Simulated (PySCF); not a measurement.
Si(H)2(Br)(NH2) (BrH4NSi), SMILES N[SiH2]Br. Geometry: B3LYP-D3(BJ)/def2-SVP. The values are those of a single conformer.

Computed with B3LYP-D3(BJ)/def2-SVP run with PySCF.

Harmonic wavenumbers (cm⁻¹): 200, 256, 392, 478, 519, 744, 862, 894, 911, 931, 1548, 2258, 2269, 3560, 3650. Rotational constants (GHz): 17.91, 2.363, 2.168; symmetry number 1.

Work out the zero-point energy and the ideal-gas rigid-rotor harmonic-oscillator thermochemistry at 298.15 K and 1 atm.

ZPE = ½ Σ hcν = ½ × 19472 cm⁻¹ = 27.84 kcal/mol. H − E(el) = 31.54 kcal/mol. Entropy in cal/(mol K): translation 40.41, rotation 25.66, vibration 6.98, total 73.05. G − E(el) = 9.76 kcal/mol. Cp = 18.36 cal/(mol K).
